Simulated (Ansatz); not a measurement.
Ansatz (an electronic-structure program) input:

Ansatz 0.2 input:
```yaml
crystal:
  periodic: [false, false, false]
  atoms:
    - {symbol: B, position_ang: [0.61577597, 0.42487701, 0.03058209]}
    - {symbol: N, position_ang: [-0.49557235, -0.32902578, -0.02413851]}
    - {symbol: H, position_ang: [1.77140185, 0.01022503, 0.04350638]}
    - {symbol: H, position_ang: [-1.38127524, 0.16857038, -0.02744730]}
basis:
  gaussian:
    orbitals: def2-TZVPD
hamiltonian:
  xc: {name: BLYP}
total_charge: -1
magnetization: {spin_polarized: true, initial_magnetization: 1}
output: {forces: true}
```

Problem. Which total energy does the run end on?

Solution. -80.77413 Eh (BLYP/def2-TZVPD). The basis has 92 functions.
